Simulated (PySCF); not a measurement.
n-Bu2O, C8H18O.
SMILES with atom numbers: `[CH3:1][CH2:2][CH2:3][CH2:4][O:5][CH2:6][CH2:7][CH2:8][CH3:9]` (hydrogens: H10, H11, H12 on C1; H13, H14 on C2; H15, H16 on C3; H17, H18 on C4; H19, H20 on C6; H21, H22 on C7; H23, H24 on C8; H25, H26, H27 on C9)

Structure used (PBE0-D3(BJ)/def2-SVP), in Å, numbered top down from 1:
```xyz
27
C8H18O angstrom
C     -3.6991    1.6948   -0.0574
C     -2.7330    0.5451   -0.2901
C     -2.3136   -0.1570    0.9942
C     -1.3194   -1.2760    0.7723
O     -0.1534   -0.7527    0.2059
C      0.8086   -1.7152   -0.1145
C      2.0464   -1.0268   -0.6474
C      2.6968   -0.0854    0.3570
C      3.9169    0.6318   -0.1963
H     -3.2526    2.4664    0.5904
H     -3.9859    2.1815   -1.0020
H     -4.6244    1.3512    0.4332
H     -3.1895   -0.1946   -0.9721
H     -1.8260    0.9061   -0.8007
H     -1.8676    0.5753    1.6897
H     -3.1978   -0.5744    1.5064
H     -1.0880   -1.7829    1.7324
H     -1.7583   -2.0482    0.1040
H      1.0642   -2.3179    0.7838
H      0.4077   -2.4249   -0.8682
H      2.7661   -1.8013   -0.9646
H      1.7705   -0.4665   -1.5577
H      2.9765   -0.6590    1.2590
H      1.9419    0.6458    0.6872
H      3.6559    1.2411   -1.0767
H      4.3658    1.3045    0.5502
H      4.6960   -0.0813   -0.5116
```

Computed with PySCF 2.14.0, density-fitted response routines, TDDFT CAM-B3LYP/def2-SVPD, vertical, gas phase, core orbitals frozen in the response.

```json
{"state": "S1", "E (eV)": "7.21", "λ (nm)": "171.9", "ν̃ (cm⁻¹)": "58170", "f": "0.037", "symmetry": "B", "main configurations (H = HOMO, L = LUMO)": "H→L (69%), H→L+2 (23%)"}
{"state": "S2", "E (eV)": "7.86", "λ (nm)": "157.8", "ν̃ (cm⁻¹)": "63360", "f": "0.013", "symmetry": "A", "main configurations (H = HOMO, L = LUMO)": "H→L+1 (46%), H→L+3 (45%)"}
{"state": "S3", "E (eV)": "8.00", "λ (nm)": "154.9", "ν̃ (cm⁻¹)": "64540", "f": "0.018", "symmetry": "B", "main configurations (H = HOMO, L = LUMO)": "H→L+2 (54%), H→L+5 (16%), H→L+6 (14%)"}
{"state": "S4", "E (eV)": "8.14", "λ (nm)": "152.3", "ν̃ (cm⁻¹)": "65650", "f": "0.023", "symmetry": "A", "main configurations (H = HOMO, L = LUMO)": "H→L+4 (50%), H→L+3 (24%), H→L+1 (16%)"}
{"state": "S5", "E (eV)": "8.57", "λ (nm)": "144.8", "ν̃ (cm⁻¹)": "69080", "f": "0.0076", "symmetry": "B", "main configurations (H = HOMO, L = LUMO)": "H→L+5 (38%), H→L+8 (18%), H→L+13 (14%)"}
{"state": "S6", "E (eV)": "8.73", "λ (nm)": "142.0", "ν̃ (cm⁻¹)": "70410", "f": "0.0013", "symmetry": "–", "main configurations (H = HOMO, L = LUMO)": "H→L+4 (25%), H-1→L (25%), H→L+1 (16%)"}
{"state": "S7", "E (eV)": "8.84", "λ (nm)": "140.2", "ν̃ (cm⁻¹)": "71320", "f": "0.016", "symmetry": "B", "main configurations (H = HOMO, L = LUMO)": "H→L+6 (50%), H→L+5 (12%), H-3→L (9%)"}
{"state": "S8", "E (eV)": "8.85", "λ (nm)": "140.1", "ν̃ (cm⁻¹)": "71380", "f": "0.0050", "symmetry": "A", "main configurations (H = HOMO, L = LUMO)": "H-1→L (46%), H→L+1 (12%), H→L+3 (10%)"}
{"state": "S9", "E (eV)": "8.93", "λ (nm)": "138.9", "ν̃ (cm⁻¹)": "72010", "f": "0.0009", "symmetry": "–", "main configurations (H = HOMO, L = LUMO)": "H-3→L (33%), H-1→L+1 (16%), H→L+6 (11%)"}
{"state": "S10", "E (eV)": "8.98", "λ (nm)": "138.1", "ν̃ (cm⁻¹)": "72420", "f": "0.015", "symmetry": "A", "main configurations (H = HOMO, L = LUMO)": "H-2→L (39%), H-3→L+1 (20%), H-1→L+2 (10%)"}
```

Triplets, Tamm–Dancoff:

```json
{"state": "T1", "E (eV)": "7.02", "λ (nm)": "176.7", "main configurations (H = HOMO, L = LUMO)": "H→L (64%), H→L+2 (25%)"}
{"state": "T2", "E (eV)": "7.73", "λ (nm)": "160.4", "main configurations (H = HOMO, L = LUMO)": "H→L+3 (46%), H→L+1 (40%)"}
{"state": "T3", "E (eV)": "7.90", "λ (nm)": "156.9", "main configurations (H = HOMO, L = LUMO)": "H→L+2 (47%), H→L+5 (19%), H→L+6 (14%)"}
{"state": "T4", "E (eV)": "7.99", "λ (nm)": "155.3", "main configurations (H = HOMO, L = LUMO)": "H→L+4 (51%), H→L+3 (18%), H→L+1 (14%)"}
```

The lowest singlet comes at 172 nm (696 kJ/mol) in the vacuum ultraviolet; it is of moderate strength; its leading configuration is HOMO→LUMO (69%). The lowest level is also the most intense of those listed (f = 0.037). S7/S8 lie within about 0.01 eV of each other. Löwdin shares by element: HOMO oxygen 55%, carbon 20% or more, hydrogen 5% or more (atoms not listed hold the other 21%); LUMO carbon 29% or more (atoms not listed hold the other 71%). The oscillator strengths of these states sum to 0.136; summed over the whole spectrum of an exact calculation they would give the number of electrons, 74 (Thomas–Reiche–Kuhn). The listed states span 1.77 eV, and the widest gap between neighbours is 0.64 eV (S1 to S2). Weighted by f, the mean energy of these states is 8.08 eV. The vertical ionisation energy (ΔSCF) is 9.50 eV, 0.52 eV above S10. Symmetry labels in C2 follow from the direction of the transition dipole and are given only for states with f of 0.002 or more. Singlets were solved by full linear response, triplets in the Tamm–Dancoff approximation.

One conformer stands for the species.
